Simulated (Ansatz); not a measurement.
A made-up structure of CH2BSe, doublet:

```
5
angstrom
C -0.8818 -1.0929 0.1625
B -0.2191 0.0542 -0.0886
Se 0.5874 1.6956 -0.4912
H -1.3990 -2.0066 0.3657
H -0.7000 -1.2965 1.1867
```

It is relaxed with PBE-D4/def2-SVP and then PBE0-D4/def2-TZVP (Ansatz 0.2.0). Atoms count as bonded within 1.22 times the sum of their covalent radii (H–H: 0.88 Å). The end point is not checked to be a true minimum.

Question: Does its bonding change? (A judgement: the text doesn't fix the answer.)

Answer: By the calculation: No: no bond forms or breaks.

Where it ends: The first stage lowers the energy by 1.62 eV in 7 steps. It ends as CH₂BSe ([CH2][B][Se]):
```tsv
atom	x (Å)	y (Å)	z (Å)
C1	-0.8013	-1.1197	0.4910
B2	-0.2232	0.1055	-0.0566
Se3	0.4717	1.5760	-0.7144
H4	-1.3992	-1.7958	-0.1112
H5	-0.6606	-1.4124	1.5262
```

Labels in which every atom is bracketed show which atoms are joined, not bond orders.

For scale, one of the runs: PBE0-D4/def2-TZVP relaxation, 122 basis functions, launched by `ansatz run in.yaml --threads 2 --pin off --events-out ev --progress --plain --max-ram 4352MiB`. Hardware: 2 CPU threads of an Arm Neoverse V2, shared host. Wall time about 27 s.
